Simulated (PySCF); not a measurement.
## As: ionisation energy

As [Ar] 3d10 4s2 4p3 [4p1/2^2 4p3/2^1, M_J = 3/2] → As⁺ [Ar] 3d10 4s2 4p2 [4p1/2^2, M_J = 0], as a difference of total energies. All numbers are calculated (PySCF 2.14, the two-component X2C-1e Hamiltonian, in x2c-TZVPall-2c (6s7p4d1f, 54 functions)). Correlated levels: [Ne] frozen. "Screened" scales the spin-orbit matrix elements by Boettger's factors to mimic the two-electron term; Breit and QED terms are absent.

```
                    method  ionisation energy (eV)
           GHF (spin-free)                   9.517
          GMP2 (spin-free)                   9.996
 GHF (screened spin-orbit)                   9.400
GMP2 (screened spin-orbit)                   9.880
```

Task: How much does correlation contribute at GMP2 (screened spin-orbit)?

Result: 9.880 − (9.400) = 0.480 eV, measured against GHF (screened spin-orbit).

The spin-free rows relax to the high-spin LS determinant and lack the spin-orbit shift.

Errors of the correlated levels include the incompleteness of this basis and the frozen core.

The labels give the starting determinants; with spin-orbit coupling the two ends relaxed to ⟨J²⟩ = 3.75, ⟨L²⟩ = 0.01, ⟨S²⟩ = 3.74 and ⟨J²⟩ = 1.62, ⟨L²⟩ = 2.01, ⟨S²⟩ = 1.98.

The determinant of As⁺ mixes levels of different J (the jj label is only the starting occupation), so the difference between spin-free and spin-orbit rows is not the physical spin-orbit shift.

For comparison: 9.789 eV (measured; NIST Atomic Spectra Database, ionization energies).
